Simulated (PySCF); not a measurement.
MoN(OH) + H₂O → MoO₂ + NH₃

Level: PBE0 in the def2-TZVP basis family, computed in PySCF with density fitting; scalar-relativistic core potentials for atoms from Rb on, none lighter, no spin–orbit coupling; open shells unrestricted.

```tsv
species	state and structure	E (Eh)	ZPE (kJ/mol)	H(298 K) − H(0) (kJ/mol)	S° (J/(mol K))
MoN(OH)	triplet, Cs, Mo–N 1.622 Å, Mo–O 1.914 Å, O–H 0.959 Å; H–O–Mo 121.8°, N–Mo–O 112.9°	-198.66193	41.7	12.9	292.6
H₂O	singlet, C2v, O–H 0.960 Å (×2); H–O–H 105.1°	-76.37736	56.5	9.9	188.7
MoO₂	triplet, C2v, Mo–O 1.683 Å (×2); O–Mo–O 114.5°	-218.55623	13.9	11.2	276.1
NH₃	singlet, C3v, N–H 1.013 Å (×3); H–N–H 107.1° (×3)	-56.51312	90.6	10.0	192.4
```

What is the electronic reaction energy?

At PBE0/def2-TZVP, ΔE = -78.9 kJ/mol from the differences of the total energies times 2625.5, downhill. 

Add zero-point, thermal and entropy terms for 298.15 K and 1 bar.

ΔZPE = 6.3 and Δ[H(298) − H(0)] = -1.6 kJ/mol give ΔH° = -74.2 kJ/mol. ΔS° = -12.8 J/(mol K), so ΔG° = -74.2 − 298.15 × (-0.0128) = -70 kJ/mol and log₁₀K = 12.3.

Open d or f shells are single determinants, so the state found may not be the ground state. Only the bonding shown was studied: isomers, or loss of a ligand pair, can lie lower.
